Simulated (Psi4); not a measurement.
C₃H₆NO, doublet, at a GFN2-xTB geometry; R2SCAN/6-31G** run with Psi4.

The Psi4 input:
```
memory 2 GB

molecule mol {
0 2
C     1.949925    0.125087    0.170866
N     0.619121   -0.055391    0.579735
C    -0.485555   -0.017495   -0.119711
C    -1.772607   -0.248734    0.613846
O    -0.395890    0.204691   -1.334458
H     2.125045    1.124651   -0.241971
H     2.559303    0.020118    1.073351
H     2.270510   -0.639863   -0.544956
H    -2.289284   -1.098712    0.173326
H    -2.410034    0.626050    0.503764
H    -1.572852   -0.435178    1.663999
}

set {
  basis 6-31g**
  reference uks
  scf_type pk
  puream true
  d_convergence 1e-8
  dft_radial_points 99
  dft_spherical_points 590
}

energy('r2scan')
print_variables()
```

Output, abridged:

```
   => Loading Basis Set <=

    Name: 6-31G**
    Role: ORBITAL
    Keyword: BASIS

         ---------------------------------------------------------
                                   SCF
               by Justin Turney, Rob Parrish, Andy Simmonett
                          and Daniel G. A. Smith
                              UKS Reference
         ---------------------------------------------------------

  ==> Geometry <==

    Molecular point group: c1
    Full point group: C1

    Geometry (in Angstrom), charge = 0, multiplicity = 2:

       Center              X                  Y                   Z               Mass
    ------------   -----------------  -----------------  -----------------  -----------------
         C            1.959272547843     0.119554622137     0.206932160013    12.000000000000
         N            0.628468547843    -0.060923377863     0.615801160013    14.003074004430
         C           -0.476207452157    -0.023027377863    -0.083644839987    12.000000000000
         C           -1.763259452157    -0.254266377863     0.649912160013    12.000000000000
         O           -0.386542452157     0.199158622137    -1.298391839987    15.994914619570
         H            2.134392547843     1.119118622137    -0.205904839987     1.007825032230
         H            2.568650547843     0.014585622137     1.109417160013     1.007825032230
         H            2.279857547843    -0.645395377863    -0.508889839987     1.007825032230
         H           -2.279936452157    -1.104244377863     0.209392160013     1.007825032230
         H           -2.400686452157     0.620517622137     0.539830160013     1.007825032230
         H           -1.563504452157    -0.440710377863     1.700065160013     1.007825032230

  Running in c1 symmetry.

  Rotational constants: A =      0.35764  B =      0.13177  C =      0.09993 [cm^-1]
  Rotational constants: A =  10721.88420  B =   3950.45804  C =   2995.90604 [MHz]
  Nuclear repulsion =  171.374929433799934

  Charge       = 0
  Multiplicity = 2
  Electrons    = 39
  Nalpha       = 20
  Nbeta        = 19

  ==> Algorithm <==

  SCF Algorithm Type is PK.
  DIIS enabled.
  MOM disabled.
  Fractional occupation disabled.
  Guess Type is SAD.
  Energy threshold   = 1.00e-06
  Density threshold  = 1.00e-08
  Integral threshold = 1.00e-12

  ==> Primary Basis <==

  Basis Set: 6-31G**
    Blend: 6-31G**
    Number of shells: 48
    Number of basis functions: 100
    Number of Cartesian functions: 105
    Spherical Harmonics?: true
    Max angular momentum: 2

  ==> DFT Potential <==

   => LibXC <=

    Version 7.1.2
    S. Lehtola, C. Steigemann, M. J. T. Oliveira, and M. A. L. Marques,  SoftwareX 7, 1–5 (2018) (10.1016/j.softx.2017.11.002)

   => Composite Functional: R2SCAN <=

    r2SCAN Meta-GGA XC Functional  (0.1021/acs.jpclett.0c02405)
    J. W. Furness, A. D. Kaplan, J. Ning, J. P. Perdew, J. Sun  J. Phys. Chem. Lett.  11, 8208–8215, 2020

    Deriv               =              1
    GGA                 =           TRUE
    Meta                =           TRUE

    Exchange Hybrid     =          FALSE
    MP2 Hybrid          =          FALSE

   => Exchange Functionals <=

    1.0000   XC_MGGA_X_R2SCAN

   => Correlation Functionals <=

    1.0000   XC_MGGA_C_R2SCAN

   => LibXC Density Thresholds  <==

    XC_MGGA_C_R2SCAN:  1.00E-15
    XC_MGGA_X_R2SCAN:  1.00E-11

   => Molecular Quadrature <=

    Radial Scheme          =       TREUTLER
    Pruning Scheme         =           NONE
    Nuclear Scheme         =       TREUTLER

    Blocking Scheme        =         OCTREE
    BS radius alpha        =              1
    Pruning alpha          =              1
    Radial Points          =             99
    Spherical Points       =            590
    Total Points           =         601795
    Total Blocks           =           4256
    Max Points             =            256
    Max Functions          =             99
    Weights Tolerance      =       1.00E-15

[...]
   @UKS iter   2:  -247.34046682269792    6.84142e-02   8.45702e-03 DIIS/ADIIS
   @UKS iter   3:  -247.70013052490279   -3.59664e-01   1.04952e-03 DIIS/ADIIS
   @UKS iter   4:  -247.70407041559167   -3.93989e-03   4.68496e-04 DIIS/ADIIS
   @UKS iter   5:  -247.70392371067263    1.46705e-04   5.05952e-04 DIIS/ADIIS
   @UKS iter   6:  -247.70504652549758   -1.12281e-03   1.76661e-04 DIIS/ADIIS
   @UKS iter   7:  -247.70517909862909   -1.32573e-04   5.22497e-05 DIIS
   @UKS iter   8:  -247.70519336774203   -1.42691e-05   2.49017e-05 DIIS
   @UKS iter   9:  -247.70519780352924   -4.43579e-06   9.34283e-06 DIIS
   @UKS iter  10:  -247.70519981967399   -2.01614e-06   3.89999e-06 DIIS
   @UKS iter  11:  -247.70520075676455   -9.37091e-07   3.43034e-06 DIIS
   @UKS iter  12:  -247.70520126835126   -5.11587e-07   1.88142e-06 DIIS
   @UKS iter  13:  -247.70520137012048   -1.01769e-07   1.07222e-06 DIIS
   @UKS iter  14:  -247.70520138099977   -1.08793e-08   4.68359e-07 DIIS
   @UKS iter  15:  -247.70520138296544   -1.96567e-09   1.80760e-07 DIIS
   @UKS iter  16:  -247.70520138311676   -1.51317e-10   7.42603e-08 DIIS
   @UKS iter  17:  -247.70520138315078   -3.40208e-11   1.94481e-08 DIIS
   @UKS iter  18:  -247.70520138315271   -1.93268e-12   4.82255e-09 DIIS
  Energy and wave function converged.

  ==> Post-Iterations <==

   Electrons on quadrature grid:
      Nalpha   =   19.9999998799 ; deviation = -1.201e-07
      Nbeta    =   18.9999998536 ; deviation = -1.464e-07
      Ntotal   =   38.9999997335 ; deviation = -2.665e-07

   @Spin Contamination Metric:   5.745667596E-03
   @S^2 Expected:                7.500000000E-01
   @S^2 Observed:                7.557456676E-01
   @S   Expected:                5.000000000E-01
   @S   Observed:                5.000000000E-01

    Orbital Energies [Eh]
    ---------------------

    Alpha Occupied:

[...]
    Alpha Virtual:

[...]
    Beta Occupied:

[...]
      19A     -0.211124

    Beta Virtual:

[...]
    Final Occupation by Irrep:
              A
    DOCC [    19 ]
    SOCC [     1 ]
    NA   [    20 ]
    NB   [    19 ]

  @UKS Final Energy:  -247.70520138315271

   => Energetics <=

    Nuclear Repulsion Energy =            171.3749294337999345
    One-Electron Energy =                -674.9094890065280197
    Two-Electron Energy =                 289.7104016776173125
    DFT Exchange-Correlation Energy =     -33.8810434880419464
    Empirical Dispersion Energy =           0.0000000000000000
    VV10 Nonlocal Energy =                  0.0000000000000000
    Total Energy =                       -247.7052013831527120

  UHF NO Occupations:
  HONO-2 :   18  A 1.9993624
  HONO-1 :   19  A 1.9985079
  HONO-0 :   20  A 1.0000000
  LUNO+0 :   21  A 0.0014921
  LUNO+1 :   22  A 0.0006376
  LUNO+2 :   23  A 0.0004126
  LUNO+3 :   24  A 0.0001151

Computation Completed

Properties will be evaluated at   0.000000,   0.000000,   0.000000 [a0]

Properties computed using the SCF density matrix

 Multipole Moments:

 ------------------------------------------------------------------------------------
     Multipole            Electronic (a.u.)      Nuclear  (a.u.)        Total (a.u.)
 ------------------------------------------------------------------------------------

 L = 1.  Multiply by 2.5417464519 to convert [e a0] to [Debye]
 Dipole X            :         -0.5401995            0.6888947            0.1486952
 Dipole Y            :          0.3044459           -0.4077230           -0.1032771
 Dipole Z            :         -1.9828079            2.6580514            0.6752435
 Magnitude           :                                                    0.6990924

 ------------------------------------------------------------------------------------

  Variable Map:
  ----------------------------------------------------------------------------
[...]
  Array Variable Map:
  ----------------------------------------------------------------------------
[...]
[...]
```
